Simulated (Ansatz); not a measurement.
`C[Si](O)(O)Br` and `BO[Si](C)(O)O` differ in one atom or group.

Ansatz, PBE0-D4/def2-TZVP geometries, multiplicity 1. Each molecule was computed in one conformer, which needn't be the lowest.

Scalar relativity is left out up to krypton. Spin–orbit coupling is left out; it splits and shifts lone-pair levels of the heavy atoms by tenths of an eV.

| property | `C[Si](O)(O)Br` |
| --- | --- |
| HOMO energy (PBE/def2-TZVPP) / eV | -7.06 |
| HOMO energy (PBE0/def2-TZVPP) / eV | -8.41 |
| LUMO energy (ωB97M-V/def2-TZVPP) / eV | 2.05 |
| LUMO energy (PBE0/def2-TZVPP) / eV | 0.59 |
| HOMO–LUMO gap (B3LYP/def2-TZVPP) / eV | 8.36 |
| LUMO energy (B3LYP/def2-TZVPP) / eV | 0.22 |

Question: Give the same properties after the change, and the shifts. (An estimate is asked.)

Answer: The calculation gave: 
```tsv
property	`BO[Si](C)(O)O`	shift
HOMO energy (PBE/def2-TZVPP) / eV	-6.76	0.30
HOMO energy (PBE0/def2-TZVPP) / eV	-8.23	0.18
LUMO energy (ωB97M-V/def2-TZVPP) / eV	1.40	-0.65
LUMO energy (PBE0/def2-TZVPP) / eV	-0.47	-1.06
HOMO–LUMO gap (B3LYP/def2-TZVPP) / eV	7.31	-1.05
LUMO energy (B3LYP/def2-TZVPP) / eV	-0.73	-0.95
```

With PBE0 the HOMO rises by 0.18 eV and the LUMO falls by 1.06 eV, so the gap narrows by about 1.24 eV. PBE moves the HOMO by 0.30 eV and ωB97M-V by 0.07 eV.

B3LYP here is the variant with VWN-RPA as its local correlation; programs differ in this.
